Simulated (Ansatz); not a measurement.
BeO, closed-shell singlet (the spin of the measured ground state), most abundant isotopes (9.0122 and 15.9949 u). Constants from fifth-degree fits in 1/R to seven points on the lowest solution found; no spin–orbit coupling, no relativity up to Kr; ω_e x_e and α_e move by some per cent with the fit.

Correlated levels freeze the inner cores; with def2 sets outer-core shells near the valence are correlated too.

Programs: Ansatz (a first-principles code). Each number belongs to the level named beside it.

Total energies (hartree; each atom in its lowest state at that level) and vibrational constants (cm⁻¹):

```json
[
 {"level": "PBE/def2-TZVPP", "E(BeO) at r_e": "-89.825121", "E(Be)": "-14.628245", "E(O)": "-75.009672", "ω_e": "1456", "ω_e x_e": "10"},
 {"level": "B3LYP/def2-TZVPP", "E(BeO) at r_e": "-89.938040", "E(Be)": "-14.672020", "E(O)": "-75.096275", "ω_e": "1530", "ω_e x_e": "10"},
 {"level": "wB97M-V/def2-TZVPP", "E(BeO) at r_e": "-89.904246", "E(Be)": "-14.661041", "E(O)": "-75.077171", "ω_e": "1556", "ω_e x_e": "10"},
 {"level": "CCSD(T)/def2-QZVPP", "E(BeO) at r_e": "-89.812285", "E(Be)": "-14.655539", "E(O)": "-74.994067", "ω_e": "1466", "ω_e x_e": "12"}
]
```

Task: Work out D_e and D₀ in eV.

Result: 
D_e = E(Be) + E(O) − E(molecule), times 27.2114 eV; D₀ = D_e − (ω_e/2 − ω_e x_e/4)/8065.54.
- PBE/def2-TZVPP: D_e = 5.094, zero point 0.090, D₀ = 5.004 eV
- B3LYP/def2-TZVPP: D_e = 4.619, zero point 0.095, D₀ = 4.525 eV
- wB97M-V/def2-TZVPP: D_e = 4.518, zero point 0.096, D₀ = 4.422 eV
- CCSD(T)/def2-QZVPP: D_e = 4.427, zero point 0.090, D₀ = 4.336 eV
No counterpoise correction is made.
